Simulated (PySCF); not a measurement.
A structure optimised at B3LYP-D3(BJ)/def2-SVP, used in a PySCF frequency run:

```
C
C 1 1.3761
H 2 1.0898 1 127.91
H 1 1.0901 2 124.42 3 0.00
C 1 1.4172 4 125.93 2 180.00
C 5 1.3532 1 117.64 4 180.00
H 6 1.0884 5 131.14 1 180.00
S 2 1.7338 3 119.70 1 180.00
```
Charge 0, spin multiplicity 2.

**Question.** Write its SMILES, formula and point group.

**Answer.** [c]1ccsc1, C4H3S, Cs

**Question.** What are its rotational constants (standard atomic weights)?

**Answer.** 8.1907, 5.6479, 3.3429 GHz
